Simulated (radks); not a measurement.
Values are calculated unless marked as measured or tabulated.
All-electron atom: the mercury ion Hg4+ in [Xe] 4f14 5d8 (the NIST ground configuration). Level of theory: scalar-relativistic Kohn-Sham, PBE, spin-polarised, spherical densities, point nucleus; open shells are filled with parallel spins first (spin-orbit coupling, left out, can overturn this in heavy ions) (a radial shooting solver on a logarithmic mesh with Libxc functionals).

Local quantities along the radius. ELF = 1/(1 + alpha^2) is the electron localisation function; alpha = (tau - tau_W)/tau_unif compares the Pauli kinetic energy density with that of the uniform gas (summed over spins); s = |grad rho|/(2 (3 pi^2)^(1/3) rho^(4/3)) is the reduced gradient; r v_xc is r times the local exchange-correlation potential of spin up (hartree bohr). tau is taken from the large components.

r (bohr)    ELF    alpha       s   r v_xc
0.001267  0.999  0.02415  0.8111  -0.1602
0.001676  0.999  0.02702  0.7234  -0.1848
0.002218  0.999  0.03145  0.6620  -0.2163
0.002935  0.999  0.03846  0.6234  -0.2550
0.003914  0.997  0.05052  0.6051  -0.3016
0.005179  0.995  0.07131  0.6072  -0.3520
0.006853  0.988   0.1109  0.6290  -0.4041
0.009067  0.964   0.1935  0.6692  -0.4530
0.012     0.875   0.3785  0.7166  -0.4923
0.016     0.615   0.7905  0.7241  -0.5196
0.02117   0.363    1.326  0.5935  -0.5397
0.02801   0.376    1.289  0.3634  -0.6015
0.03706   0.608   0.8035  0.2810  -0.7405
0.04904   0.742   0.5898  0.3614  -0.8614
0.06489   0.618   0.7864  0.4711  -0.9040
0.08654   0.357    1.343  0.3886  -0.8996
0.1145    0.498    1.005  0.2093   -1.054
0.1515    0.714   0.6323  0.3190   -1.227
0.2005    0.508   0.9842  0.4974   -1.177
0.2652    0.300    1.528  0.2529   -1.129
0.3509    0.654   0.7278  0.1997   -1.420
0.4681    0.672   0.6989  0.4392   -1.453
0.6193    0.367    1.313  0.5811   -1.231
0.8195    0.427    1.159  0.3964   -1.213
1.084     0.673   0.6977  0.4954   -1.286
1.435     0.560   0.8856  0.8160   -1.151
1.898     0.259    1.691   1.430  -0.8558
2.532     0.048    4.432   3.015  -0.5845
3.35      0.003    17.93   8.231  -0.4082
4.432     0.000    148.7   32.37  -0.1549

On this mesh the ELF has minima near r = 0.024, 0.087, 0.27, 0.71 bohr, which separate the shells, and maxima near 0.049 (0.74), 0.15 (0.71), 0.41 (0.72), 1.1 (0.67).
